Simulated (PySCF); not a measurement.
Two species compared at the same levels of theory.

First species: C₅H₁₀Se.
Bonds: C1–C2, C2–Se3, Se3–C4, C4–C5, C5–C6, C4–C6. Hydrogens: H7, H8, H9 on C1; H10, H11 on C2; H12 on C4; H13, H14 on C5; H15, H16 on C6.

Second species: C₅H₁₀O₃Si.
SMILES: `CC(=O)O[Si@@H]1CCCO1`

Levels: CAM-B3LYP/def2-SVPD for HOMO energy, LUMO energy, HOMO–LUMO gap and static isotropic polarisability; TDDFT CAM-B3LYP/def2-SVPD for lowest singlet excitation; TDA CAM-B3LYP/def2-SVPD for lowest triplet excitation (Tamm–Dancoff); ΔSCF CAM-B3LYP/def2-SVPD for vertical ionisation energy. Geometries: PBE0-D3(BJ)/def2-SVP. Each structure is a single optimised conformer of the isolated species, non-relativistic unless stated; the electronic structure was computed with PySCF and density fitting.

Dipoles, sizes and rotational constants follow the conformer. The torsions of the flexible species, by atom-mapped SMILES:
- `[CH3:1][CH2:2][Se:3][CH:4]1[CH2:5][CH2:6]1`: C1–C2–Se3–C4 67°, C2–Se3–C4–C5 67°

The conformers of `CC(=O)O[Si@@H]1CCCO1` aren't listed.

(1) Which has the higher vertical ionisation energy?

(2) Which has the higher HOMO–LUMO gap?

(3) Which has the higher T1 energy?

(4) Which of the two has the higher S1 energy, and by how much?

(5) Which has the higher HOMO energy?

(6) Which has the higher static isotropic polarisability?

## Answers

(1) The second: 10.27 eV against 8.19 eV, a difference of 2.08 eV.

(2) The second: 10.55 eV against 8.35 eV, a difference of 2.20 eV.

(3) The second: 5.40 eV against 4.41 eV, a difference of 0.99 eV.

(4) The second: 5.89 eV against 4.84 eV, a difference of 1.05 eV.

(5) The first: -7.36 eV against -9.52 eV, a difference of 2.16 eV.

(6) The second: 89.3 au against 87.4 au, a difference of 1.9 au.

On the first: In wavenumbers S1 is 39100 cm⁻¹ (1 eV = 8065.54 cm⁻¹). The vertical singlet–triplet gap S1 − T1 is 0.43 eV (TDDFT singlet less Tamm–Dancoff triplet; S1: HOMO→LUMO, weight 0.75; T1: HOMO→LUMO, weight 0.66). The calculation is non-relativistic and has no spin–orbit coupling, an omission that weighs most on selenium.

On the second: The vertical singlet–triplet gap S1 − T1 is 0.49 eV (TDDFT singlet less Tamm–Dancoff triplet; S1: HOMO−1→LUMO, weight 0.29, beside HOMO−1→LUMO+1, weight 0.20; T1: HOMO−1→LUMO, weight 0.29, beside HOMO−1→LUMO+1, weight 0.21). The polarisability is 13.23 Å³ as a volume (1 au = 0.148185 Å³), or 1.14 au for each of the 78 electrons.
